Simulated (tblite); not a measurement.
Species: C5H4BCl2F.
SMILES with atom numbers: `[CH:1]#[C:2][CH2:3]/[C:4](=[CH:5]/[F:6])[B:7]([Cl:8])[Cl:9]` (hydrogens: H10 on C1; H11, H12 on C3; H13 on C5)

Computed with GFN2-xTB (tblite), gas phase: L-BFGS steps from a force-field or distance-geometry start until the largest atomic force falls under 0.01 eV/Å.

The end geometry, which sets the zero of energy:
```
atom  x, y, z in Å
C1     -2.5741   -0.3401    0.7969
C2     -1.6897   -0.2494   -0.0031
C3     -0.5951   -0.1196   -0.9482
C4      0.6894    0.1883   -0.2040
C5      1.1837    1.4212   -0.3350
F6      2.2997    1.8432    0.2595
B7      1.3178   -0.9379    0.6827
Cl8     2.6097   -0.6528    1.7726
Cl9     0.6886   -2.5389    0.5704
H10    -3.3625   -0.4294    1.4827
H11    -0.8295    0.6743   -1.6606
H12    -0.4887   -1.0629   -1.4895
H13     0.7462    2.2045   -0.9422
```

Task: These geometries come from the run, each turned onto the end geometry. Order them by energy, lowest first.
A.
```
atom  x, y, z in Å
C1     -2.6461   -0.1526    0.7024
C2     -1.7068   -0.1922   -0.0369
C3     -0.5648   -0.2162   -0.9333
C4      0.7001    0.1391   -0.1722
C5      1.0609    1.4247   -0.1912
F6      2.1210    1.9165    0.4487
B7      1.4572   -0.9871    0.6037
Cl8     2.9609   -0.7225    1.3861
Cl9     0.7761   -2.5698    0.6587
H10    -3.4808   -0.1270    1.3369
H11    -0.7368    0.4992   -1.7409
H12    -0.4722   -1.2170   -1.3603
H13     0.5268    2.2053   -0.7196
```
B.
```
atom  x, y, z in Å
C1     -2.6631   -0.1512    0.6942
C2     -1.7282   -0.1761   -0.0505
C3     -0.5789   -0.2050   -0.9430
C4      0.6990    0.1276   -0.1798
C5      1.0644    1.4132   -0.1850
F6      2.1337    1.8833    0.4563
B7      1.4781   -0.9911    0.6053
Cl8     2.9803   -0.6968    1.3832
Cl9     0.8185   -2.5775    0.6929
H10    -3.4909   -0.1317    1.3402
H11    -0.7572    0.4974   -1.7640
H12    -0.4962   -1.2040   -1.3737
H13     0.5360    2.2123   -0.6938
```
C.
```
atom  x, y, z in Å
C1     -2.6728   -0.1546    0.6981
C2     -1.7386   -0.1691   -0.0556
C3     -0.5708   -0.2048   -0.9483
C4      0.6798    0.1726   -0.2112
C5      1.0770    1.4504   -0.1790
F6      2.1738    1.8672    0.4907
B7      1.4619   -0.9684    0.5916
Cl8     3.0882   -0.6660    1.4386
Cl9     0.7751   -2.6861    0.6983
H10    -3.5173   -0.1339    1.3575
H11    -0.7685    0.5032   -1.7915
H12    -0.4945   -1.2170   -1.3963
H13     0.5021    2.2073   -0.7107
```
D.
```
atom  x, y, z in Å
C1     -2.5842   -0.2008    0.7449
C2     -1.6863   -0.2183   -0.0452
C3     -0.5658   -0.1943   -0.9688
C4      0.6970    0.1472   -0.1993
C5      1.0810    1.4256   -0.2314
F6      2.1374    1.9068    0.4217
B7      1.4000   -0.9763    0.6296
Cl8     2.8327   -0.7116    1.5340
Cl9     0.7155   -2.5596    0.6350
H10    -3.3806   -0.2014    1.4276
H11    -0.7595    0.5531   -1.7419
H12    -0.4700   -1.1767   -1.4356
H13     0.5783    2.2067   -0.7884
```
E.
```
atom  x, y, z in Å
C1     -2.6682   -0.1518    0.6972
C2     -1.7291   -0.1744   -0.0540
C3     -0.5821   -0.2036   -0.9456
C4      0.7003    0.1313   -0.1823
C5      1.0665    1.4209   -0.1847
F6      2.1401    1.8794    0.4622
B7      1.4804   -0.9925    0.6073
Cl8     2.9975   -0.6910    1.3918
Cl9     0.8124   -2.5934    0.6941
H10    -3.4952   -0.1321    1.3432
H11    -0.7619    0.4973   -1.7724
H12    -0.4957   -1.2034   -1.3779
H13     0.5303    2.2137   -0.6967
```

Result: D (0.005 eV), A (0.008 eV), B (0.020 eV), E (0.035 eV), C (0.441 eV).

In the order of the answer:

```csv
step,E above end (eV),largest force (eV/Å),rms force component (eV/Å),rms distance from end (Å),rms bond change (Å),bond most changed (Å)
54,0.005,0.03,0.011,0.173,0.001,C4–B7 -0.002
20,0.008,0.02,0.009,0.250,0.001,C3–C4 +0.002
6,0.020,0.23,0.068,0.256,0.004,C3–C4 +0.009
4,0.035,0.73,0.195,0.257,0.010,B7–Cl8 +0.020
0,0.441,2.12,0.657,0.266,0.059,B7–Cl8 +0.144
```

What follows is the cost of the whole relaxation. Time: 0.47 s of wall time. Hardware: one thread, Arm Neoverse V2 (aarch64), shared host with 32 logical CPUs at a one-minute load of 35.
